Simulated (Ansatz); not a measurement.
Input file for Ansatz (an electronic-structure program): R-MP2/aug-cc-pVTZ on aminoborane (SMILES BN) with ghost functions, monomers drawn apart or pushed together.

Ansatz 0.2 input:
```yaml
crystal:
  periodic: [false, false, false]
  atoms:
    - {symbol: B, position_ang: [0.90642385, -0.12577282, 0.06132810]}
    - {symbol: N, position_ang: [-0.14340758, 0.57942984, 0.66532152]}
    - {symbol: H, position_ang: [0.66259924, -0.82367319, -0.87058744]}
    - {symbol: H, position_ang: [1.99912322, -0.02550304, 0.52060940]}
    - {symbol: H, position_ang: [0.01237531, 1.27651616, 1.37837995]}
    - {symbol: H, position_ang: [-1.06485966, 0.63323826, 0.25705540]}
basis:
  gaussian:
    orbitals: aug-cc-pVTZ
    ghost_atoms:
      - {symbol: F, position_ang: [-1.31955090, -1.77353720, 3.14501037]}
      - {symbol: H, position_ang: [-0.97988454, -1.19572645, 2.48722358]}
magnetization: {spin_polarized: false}
correlation: {method: mp2, electrons: outside_noble_gas}
scf: {lower_state_search: off}
```

Output:

```
WARN ansatz: RAYON_NUM_THREADS=1 ignored (pool sized by the plan → 1); use --threads N
Functional definition: HF
these checks for a lower state are left out or cut short: stability, starts, cluster_reference, orbital_swaps, neighbouring_geometries, increment
integrals: 0.59 GiB planned
1433 factors; integrals over basis functions are off by at most 9.1e-4 eV
mean field: 0.70 GiB planned
mean field evaluation 1: about -2216.0282 eV, gradient 3.4e1 eV
mean field evaluation 2: about -2216.0285 eV, gradient 3.4e1 eV
mean field evaluation 4: about -2218.4358 eV, gradient 2.6e0 eV
mean field evaluation 8: about -2218.4588 eV, gradient 3.7e-5 eV
mean field -2218.45875437 eV, -81.5268554978 hartree, gradient 1.8e-6 eV, S^2 0.000000; 0 other end points of the search recorded, 0 dependent functions left out
2 core orbitals not correlated
reference -2218.45875437 eV, -81.5268554978 hartree; 6, 6 occupied and 245, 245 virtual orbitals, 1433 factors
second order -9.06325767 eV of doubles, -0.00000000 eV of singles
Total energy: -2227.52201204 eV, -81.8599240739 hartree
Checks for a lower state left out: stability, starts, cluster_reference, orbital_swaps, neighbouring_geometries, increment
```

Self-consistency was reached.

Cost: about 6 core-seconds (a rough figure).
